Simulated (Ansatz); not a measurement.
```xyz
22

O    -0.2057   -3.5235   -2.0307
C    -0.5658   -2.7527   -1.2794
Ru   -1.1638   -1.4233   -0.0013
C    -0.8989   -2.6507    1.4025
O    -0.9186   -3.4461    2.2278
C    -2.7783   -1.2341   -0.9539
O    -3.8261   -1.2554   -1.4182
C    -1.7731   -0.1160    1.2726
O    -2.1308    0.6594    2.0249
O     0.7226   -0.0782   -0.7030
C     1.7898    0.1266    0.2228
C     1.4625    1.4402    0.9231
C     0.5940    2.1930   -0.1050
C     0.4723    1.2096   -1.2670
H     1.8332   -0.7401    0.8793
H     2.7287    0.1999   -0.3408
H     0.9039    1.2580    1.8419
H     2.3671    1.9871    1.1904
H     1.0474    3.1308   -0.4277
H    -0.3852    2.4285    0.3127
H     1.2330    1.4051   -2.0331
H    -0.5083    1.1820   -1.7379
```

Total charge 0; spin multiplicity 1. Ru: def2 effective core potential.

(1) List the ωB97M-V/def2-TZVPP orbital energies in eV (the Gaussian-basis code of Ansatz). (An estimate is asked.)

## Answers

(1) Computed: Occupied: -528.64, -528.62, -527.62, -527.62, -527.39, -285.21, -285.18, -284.51, -284.51, -283.29, -283.28, -281.99, -281.99, -86.11, -54.94, -54.59, -54.07, -34.99, -34.97, -33.94, -33.93, -32.89, -25.32, -24.11, -20.29, -19.91, -19.59, -18.81, -18.40, -18.17, -17.62, -17.18, -16.75, -16.27, -16.10, -16.01, -15.92, -15.91, -15.59, -15.31, -15.21, -15.11, -15.00, -14.99, -14.54, -14.31, -14.02, -13.22, -12.92, -12.63, -12.12, -11.21, -10.46, -9.88, -8.58, -8.09. Lowest empty: 0.16, 1.33, 1.57, 1.78, 2.05, 2.22, 2.34, 2.52.
